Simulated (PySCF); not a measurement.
How methods differ on the ionisation energy of Ni²⁺

Ni²⁺ [Ar] 3d8 (3F) → Ni³⁺ [Ar] 3d7 (4F), as a difference of total energies. Calculation: PySCF 2.14, in def2-TZVPPD (6s6p4d2f1g, 67 functions); the non-relativistic Hamiltonian (point nucleus). Correlated levels: valence and next inner shell: [Ne] frozen. The calculations carry no spin-orbit coupling.

| method | ionisation energy (eV) | plus first-order spin-orbit estimate | difference from reference of that sum (eV) |
| --- | --- | --- | --- |
| UHF | 32.873 | 32.860 | -2.327 |
| MP2 (valence and next inner shell) | 35.622 | 35.609 | +0.422 |
| SCS-MP2 (valence and next inner shell) | 35.389 | 35.376 | +0.189 |
| CCSD (valence and next inner shell) | 35.010 | 34.998 | -0.189 |
| CCSD(T) (valence and next inner shell) | 35.088 | 35.075 | -0.112 |

Reference: 35.187 ± 0.019 eV (measured; NIST Atomic Spectra Database, ionization energies).

A first-order spin-orbit estimate (lowest level to lowest level, LS coupling) adds -0.013 eV.

These non-relativistic numbers lack the scalar-relativistic shift.

Errors of the correlated levels include the incompleteness of this basis and the frozen core.
